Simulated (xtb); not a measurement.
A run for xtb: GFN2-xTB on N (SMILES [N]).

```
$ xtb mol.xyz --gfn 2 --sp --chrg 0 --uhf 3
1

N      0.00000000     0.00000000     0.00000000
```

Output:

```
[...]
           -------------------------------------------------
          |                Calculation Setup                |
           -------------------------------------------------



           -------------------------------------------------
          |                 G F N 2 - x T B                 |
           -------------------------------------------------

        Reference                      10.1021/acs.jctc.8b01176
      * Hamiltonian:
        H0-scaling (s, p, d)           1.850000    2.230000    2.230000
        zeta-weighting                 0.500000
      * Dispersion:
        s8                             2.700000
        a1                             0.520000
        a2                             5.000000
        s9                             5.000000
      * Repulsion:
        kExp                           1.500000    1.000000
        rExp                           1.000000
      * Coulomb:
        alpha                          2.000000
        third order                    shell-resolved
        anisotropic                    true
        a3                             3.000000
        a5                             4.000000
        cn-shift                       1.200000
        cn-exp                         4.000000
        max-rad                        5.000000


          ...................................................
          :                      SETUP                      :
          :.................................................:
          :  # basis functions                   4          :
          :  # atomic orbitals                   4          :
          :  # shells                            2          :
          :  # electrons                         5          :
          :  max. iterations                   250          :
          :  Hamiltonian                  GFN2-xTB          :
          :  restarted?                      false          :
          :  GBSA solvation                  false          :
          :  PC potential                    false          :
          :  electronic temp.          300.0000000     K    :
          :  accuracy                    1.0000000          :
          :  -> integral cutoff          0.2500000E+02      :
          :  -> integral neglect         0.1000000E-07      :
          :  -> SCF convergence          0.1000000E-05 Eh   :
          :  -> wf. convergence          0.1000000E-03 e    :
          :  Broyden damping             0.4000000          :
          :  net charge                          0          :
          :  unpaired electrons                  3          :
          ...................................................

 iter      E             dE          RMSdq      gap      omega  full diag
   1     -2.6058242 -0.260582E+01  0.707E+00    0.00       0.0  T
   2     -2.6058242  0.000000E+00  0.566E+00    0.00       0.0  T
   3     -2.6058242  0.000000E+00  0.436E+00    0.00       0.0  T
   4     -2.6058242  0.000000E+00  0.348E+00    0.00       0.0  T
   5     -2.6058242  0.000000E+00  0.279E+00    0.00       0.0  T
   6     -2.6058242  0.000000E+00  0.223E+00    0.00       0.0  T
   7     -2.6058242  0.000000E+00  0.178E+00    0.00       0.0  T
   8     -2.6058242  0.000000E+00  0.143E+00    0.00       0.0  T
   9     -2.6058242  0.000000E+00  0.114E+00    0.00       0.0  T
  10     -2.6058242  0.000000E+00  0.913E-01    0.00       0.0  T
  11     -2.6058242  0.000000E+00  0.731E-01    0.00       0.0  T
  12     -2.6058242  0.000000E+00  0.585E-01    0.00       0.0  T
  13     -2.6058242  0.000000E+00  0.468E-01    0.00       0.0  T
  14     -2.6058242  0.000000E+00  0.374E-01    0.00       0.0  T
  15     -2.6058242  0.000000E+00  0.299E-01    0.00       0.0  T
  16     -2.6058242  0.000000E+00  0.239E-01    0.00       0.0  T
  17     -2.6058242  0.000000E+00  0.192E-01    0.00       0.0  T
  18     -2.6058242  0.000000E+00  0.153E-01    0.00       0.0  T
  19     -2.6058242  0.000000E+00  0.123E-01    0.00       0.0  T
  20     -2.6058242  0.000000E+00  0.981E-02    0.00       0.0  T
  21     -2.6058242  0.000000E+00  0.785E-02    0.00       0.0  T
  22     -2.6058242  0.000000E+00  0.628E-02    0.00       0.0  T
  23     -2.6058242  0.000000E+00  0.502E-02    0.00       0.0  T
  24     -2.6058242  0.000000E+00  0.402E-02    0.00       0.0  T
  25     -2.6058242  0.000000E+00  0.321E-02    0.00       0.0  T
  26     -2.6058242  0.000000E+00  0.257E-02    0.00       0.0  T
  27     -2.6058242  0.000000E+00  0.206E-02    0.00       0.0  T
  28     -2.6058242  0.000000E+00  0.165E-02    0.00       0.0  T
  29     -2.6058242  0.000000E+00  0.132E-02    0.00       0.0  T
  30     -2.6058242  0.000000E+00  0.105E-02    0.00       0.0  T
  31     -2.6058242  0.000000E+00  0.843E-03    0.00       0.0  T
  32     -2.6058242  0.000000E+00  0.674E-03    0.00       0.0  T
  33     -2.6058242  0.000000E+00  0.539E-03    0.00       0.0  T
  34     -2.6058242  0.000000E+00  0.431E-03    0.00       0.0  T
  35     -2.6058242  0.000000E+00  0.345E-03    0.00       0.0  T
  36     -2.6058242  0.000000E+00  0.276E-03    0.00       0.0  T
  37     -2.6058242  0.000000E+00  0.221E-03    0.00       0.0  T
  38     -2.6058242  0.000000E+00  0.177E-03    0.00       0.0  T
  39     -2.6058242  0.000000E+00  0.141E-03    0.00       0.0  T
  40     -2.6058242  0.000000E+00  0.113E-03    0.00       0.0  T
  41     -2.6058242  0.000000E+00  0.905E-04    0.00       0.0  T
  42     -2.6058242  0.000000E+00  0.724E-04    0.00       0.0  T

   *** convergence criteria satisfied after 42 iterations ***

         #    Occupation            Energy/Eh            Energy/eV
      -------------------------------------------------------------
         1        2.0000           -0.6106553             -16.6168
         2        1.0000           -0.4656897             -12.6721
         3        1.0000           -0.4656897             -12.6721
         4        1.0000           -0.4656897             -12.6721 (HOMO)
      -------------------------------------------------------------
                  HL-Gap            0.4656897 Eh           12.6721 eV
             Fermi-level           -0.2690862 Eh           -7.3222 eV

 SCC (total)                   0 d,  0 h,  0 min,  0.004 sec
 SCC setup                      ...        0 min,  0.000 sec (  6.331%)
 Dispersion                     ...        0 min,  0.000 sec (  1.775%)
 classical contributions        ...        0 min,  0.000 sec (  0.357%)
 integral evaluation            ...        0 min,  0.000 sec (  3.267%)
 iterations                     ...        0 min,  0.003 sec ( 77.876%)
 molecular gradient             ...        0 min,  0.000 sec (  6.438%)
 printout                       ...        0 min,  0.000 sec (  2.839%)

         :::::::::::::::::::::::::::::::::::::::::::::::::::::
         ::                     SUMMARY                     ::
         :::::::::::::::::::::::::::::::::::::::::::::::::::::
         :: total energy              -2.605824161279 Eh    ::
         :: gradient norm              0.000000000000 Eh/a0 ::
         :: HOMO-LUMO gap              0.000000000000 eV    ::
         ::.................................................::
         :: SCC energy                -2.605824161279 Eh    ::
         :: -> isotropic ES            0.001332875000 Eh    ::
         :: -> anisotropic ES          0.000000000000 Eh    ::
         :: -> anisotropic XC          0.000000000000 Eh    ::
         :: -> dispersion              0.000000000000 Eh    ::
         :: repulsion energy           0.000000000000 Eh    ::
         :: add. restraining           0.000000000000 Eh    ::
         :: total charge               0.000000000000 e     ::
         :::::::::::::::::::::::::::::::::::::::::::::::::::::

           -------------------------------------------------
Note: The following floating-point exceptions are signalling: IEEE_DENORMAL
normal termination of xtb
          |                Property Printout                |
           -------------------------------------------------

    * Orbital Energies and Occupations

         #    Occupation            Energy/Eh            Energy/eV
      -------------------------------------------------------------
         1        2.0000           -0.6106553             -16.6168
         2        1.0000           -0.4656897             -12.6721
         3        1.0000           -0.4656897             -12.6721
         4        1.0000           -0.4656897             -12.6721 (HOMO)
      -------------------------------------------------------------
                  HL-Gap            0.4656897 Eh           12.6721 eV
             Fermi-level           -0.2690862 Eh           -7.3222 eV

     #   Z          covCN         q      C6AA      α(0)
     1   7 N        0.000     0.000    25.360     7.537

 Mol. C6AA /au·bohr⁶  :         25.359930
 Mol. C8AA /au·bohr⁸  :        559.460439
 Mol. α(0) /au        :          7.536598


Wiberg/Mayer (AO) data.
largest (>0.10) Wiberg bond orders for each atom

 ---------------------------------------------------------------------------
     #   Z sym  total        # sym  WBO       # sym  WBO       # sym  WBO
 ---------------------------------------------------------------------------
     1   7 N    0.000
 ---------------------------------------------------------------------------


molecular dipole:
                 x           y           z       tot (Debye)
 q only:        0.000       0.000       0.000
   full:        0.000       0.000       0.000       0.000
molecular quadrupole (traceless):
                xx          xy          yy          xz          yz          zz
 q only:        0.000       0.000       0.000       0.000       0.000       0.000
  q+dip:        0.000       0.000       0.000       0.000       0.000       0.000
   full:        0.000       0.000       0.000       0.000       0.000       0.000


           -------------------------------------------------
          | TOTAL ENERGY               -2.605824161279 Eh   |
          | GRADIENT NORM               0.000000000000 Eh/α |
          | HOMO-LUMO GAP              12.672060738538 eV   |
           -------------------------------------------------

------------------------------------------------------------------------
------------------------------------------------------------------------
 total:
 SCF:
```

The run finished.

Cost: very roughly 0.12 core-seconds.
